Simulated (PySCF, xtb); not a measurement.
AlBrClH2N, SMILES [NH2][Al]([Cl])[Br]. The values are those of a single conformer.

Harmonic wavenumbers (cm⁻¹) from GFN2-xTB in xtb at its own minimum, in rising order: 107, 130, 215, 288, 368, 437, 501, 623, 826, 1468, 3428, 3450.

Task: What does PBE-D3(BJ)/def2-SVP in PySCF give at its own minimum? (An estimate is asked for; the answer gives what the named calculation found.)

Result: 124, 157, 198, 350, 356, 366, 536, 670, 848, 1463, 3509, 3605. Paired by order, the mean absolute difference is 46 cm⁻¹ and the zero-point energies are 16.9 and 17.4 kcal/mol.
